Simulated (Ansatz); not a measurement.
System: sum formula BNH2Br, net charge 0, doublet state. It need not be the lowest isomer of its formula. SMILES: N[B]Br
Geometry from a B3LYP-D3(BJ)/def2-TZVP (Ansatz, a quantum-chemistry and plane-wave program) optimisation:
```
N
H 1 1.0070
H 1 1.0117 2 114.04
B 1 1.3753 2 122.23 3 -180.00
Br 4 1.9220 1 124.62 2 180.00
```
Charge 0, spin multiplicity 2.

Property: atomisation energy (electronic, to ground-state atoms), in kcal/mol. Cores are frozen in the correlated levels unless marked. UHF or UKS for open shells. Spin-orbit coupling is left out. The frozen core is the preceding noble-gas configuration, with the filled d and f shells of earlier blocks. No relativistic terms. The coupled-cluster limit lacks core correlation, which all-electron functionals hold. Basis-set limits of correlation are two-point, X^-3; Hartree-Fock from the larger set (for Q and 5 zeta extrapolated as (X+1)exp(-9√X)).

| level | program | atomisation energy (kcal/mol) |
|---|---|---|
| HF/STO-3G | Ansatz | 321.4 |
| revPBE-D3(BJ)/def2-TZVPD | Ansatz + dftd3 | 394.0 |

### Question
Estimate the value at CCSD(T)/CBS(cc-pVQZ,cc-pV5Z) as computed with Ansatz.

### Answer
387.2 kcal/mol, so revPBE-D3(BJ)/def2-TZVPD differs from it by 6.8 kcal/mol.
